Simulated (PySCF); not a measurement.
Species: C₅H₄FNO (charge +1 and doublet state).
Structure used (GFN2-xTB), in Å, numbered top down from 1:
```xyz
12
C5H4FNO angstrom
N      2.465    1.209   -0.041
C      1.836    0.141    0.073
C      0.406   -0.048    0.043
C     -0.356   -1.216    0.087
C     -1.690   -0.824   -0.004
C     -1.648    0.562   -0.129
F     -2.607    1.415   -0.239
O     -0.411    1.032   -0.114
H      2.144    2.168   -0.063
H      2.417   -0.782    0.142
H      0.016   -2.217    0.196
H     -2.570   -1.439    0.023
```

The hyperfine couplings belong to this conformer and change with its torsions.

The species is `[H]/N=C\[C+]1[CH]C=C(F)O1` [radical] (charge +1).

Computed, not measured: UKS B3LYP, pcH-1 on C F H N O, non-relativistic, mean-field spin-orbit, GIAO in PySCF 2.14.0. Isolated species at its GFN2-xTB geometry (one conformer only). Couplings are sensitive to structure, and on GFN2-xTB geometries they can be far from those on DFT ones, by a factor of two or more for some ions and for spin on atoms past the first row. The SCF solution wasn't tested for stability. ⟨S²⟩ is 0.777 where a pure state has 0.75.

(1) Predict the first-order ENDOR lines of C3, C2, C6, C4, N1, F7, H10, H12, H9 and H11 under fast tumbling at B = 337.6 mT (X band).

(2) Which pairs are centred on the nuclear Larmor frequency, and which on half the coupling?

(3) At what field would the lower line of C6 fall to zero frequency?

## Answers

(1) ν± = |νn ± a/2|, one line for each electron-spin manifold; νn = |g_N| × 7.62259 MHz/T × B.

| nuclei | isotope | g_N | νn (MHz) | a_iso (MHz) | lower line (MHz) | upper line (MHz) |
| --- | --- | --- | --- | --- | --- | --- |
| C3 | 13C | 1.4048 | 3.62 | 50.17 | 21.47 | 28.70 |
| C2 | 13C | 1.4048 | 3.62 | -25.38 | 9.08 | 16.31 |
| C6 | 13C | 1.4048 | 3.62 | 21.39 | 7.08 | 14.31 |
| C4 | 13C | 1.4048 | 3.62 | -8.20 | 0.48 | 7.72 |
| N1 | 14N | 0.4038 | 1.04 | 37.08 | 17.50 | 19.58 |
| F7 | 19F | 5.2577 | 13.53 | 62.05 | 17.49 | 44.55 |
| H10 | 1H | 5.5857 | 14.37 | 46.43 | 8.84 | 37.59 |
| H12 | 1H | 5.5857 | 14.37 | -8.00 | 10.37 | 18.37 |
| H9 | 1H | 5.5857 | 14.37 | -4.67 | 12.04 | 16.71 |
| H11 | 1H | 5.5857 | 14.37 | -4.21 | 12.27 | 16.48 |

The rows for 13C, of low natural abundance, apply to labelled samples.

(2) Centred on νn, since |a| < 2νn: H12, H9 and H11. Centred on |a|/2 and split by 2νn: C3, C2, C6, C4, N1, F7 and H10.

(3) Where νn = |a|/2, that is B = 10.69 MHz/(1.4048 × 7.62259 MHz/T) = 999 mT, as far as first order holds there.

The SMILES draws the unpaired electron on C4; the largest computed Mulliken spin population is on N1 (0.44 against 0.01).
